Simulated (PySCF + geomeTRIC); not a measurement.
Species: C₂H₁₀Si₂, SMILES `C[SiH2][SiH2]C` (C–Si–Si–C torsion 180°) (charge 0, multiplicity 1).

**Question.** Give a relaxed geometry from TPSSh-D3(BJ)/def2-TZVP in PySCF + geomeTRIC.

**Answer.** Several could match; the one computed here: the end point of this relaxation, one of several conformers (outside a Z-matrix the atoms follow the SMILES, hydrogens last).
Z-matrix (Å, degrees):
```
Si
H 1 1.4880
H 1 1.4880 2 106.80
C 1 1.8849 2 109.69 3 -118.80
H 4 1.0929 1 110.83 2 -61.58
H 4 1.0929 5 107.94 1 121.55
H 4 1.0930 5 108.09 6 116.69
Si 1 2.3458 2 109.13 3 117.84
H 8 1.4880 1 109.13 2 180.00
H 8 1.4880 9 106.80 1 117.84
C 8 1.8849 9 109.69 10 118.80
H 11 1.0929 8 110.83 9 61.58
H 11 1.0929 12 107.94 8 -121.55
H 11 1.0930 12 108.09 13 -116.69
```
